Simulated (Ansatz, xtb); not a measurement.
**Relative energy of two isomers of Cl2H4SiSn**

Structure I is `[SiH3][SnH]([Cl])[Cl]`, a singlet and structure II is `Cl[SiH](Cl)[SnH3]`, a singlet. Both are isolated molecules in the gas phase, relaxed with r2SCAN-D4/def2-SVP.

Quicker runs give these differences E(II) − E(I): GFN2-xTB +7.74 kcal/mol; HF/STO-3G +25.18 kcal/mol (at GFN2-xTB geometries); r2SCAN-D4/def2-SVP//GFN2-xTB +6.51 kcal/mol.

Problem. Estimate E(II) − E(I) at the level CCSD(T)/def2-SVP + ΔMP2/def2-TZVPP.

Solution. Too close to call at this level: CCSD(T)/def2-SVP + ΔMP2/def2-TZVPP gives E(II) − E(I) = −0.16 kcal/mol.

How the difference moves with the method:

| level | geometry | E(II) − E(I) (kcal/mol) | departure from the last row (kcal/mol) | job, with rough time for the two |
| --- | --- | --- | --- | --- |
| GFN2-xTB | GFN2-xTB | +7.74 | +7.90 | optimisation, 0.56 s |
| HF/STO-3G | GFN2-xTB | +25.18 | +25.35 | single point, 4.6 s |
| r2SCAN-D4/def2-SVP//GFN2-xTB | GFN2-xTB | +6.51 | +6.68 | single point, 17 s |
| r2SCAN-D4/def2-SVP | r2SCAN-D4/def2-SVP | +3.12 | +3.28 | optimisation, 2.2 min |
| HF/def2-SVP | r2SCAN-D4/def2-SVP | +6.78 | +6.94 | part of the CCSD(T) run |
| MP2/def2-SVP | r2SCAN-D4/def2-SVP | +3.21 | +3.38 | part of the CCSD(T) run |
| CCSD(T)/def2-SVP | r2SCAN-D4/def2-SVP | +3.60 | +3.77 | single point |
| CCSD(T)/def2-SVP + ΔMP2/def2-TZVPP | r2SCAN-D4/def2-SVP | −0.16 |  | single point, 1.8 min |

As drawn, II has 2 Cl–Si, 2 Sn–H in place of 2 Cl–Sn, 2 Si–H.

The largest departure from CCSD(T)/def2-SVP + ΔMP2/def2-TZVPP is that of HF/STO-3G, 25.35 kcal/mol. The last row adds to CCSD(T) the change of the MP2 difference between the two basis sets, here −3.77 kcal/mol, a large step that makes the value less sure.

With harmonic frequencies from r2SCAN-D4/def2-SVP (ideal gas, rigid rotor, one conformer each, 400 K, 1 atm): the zero-point term adds −0.72 kcal/mol; ΔH is −1.12 and ΔG −0.44 kcal/mol.

The correlated steps freeze 19 core orbitals; the filled d shell of Sn is correlated, in a basis made for valence electrons. Atoms past krypton carry core potentials in the def2 sets, other sets are all-electron and non-relativistic, and no spin–orbit term is included. Programs: Ansatz 0.2.0, xtb 6.7.1; the last row on 1 thread of AMD EPYC (Zen 3) on a shared host.
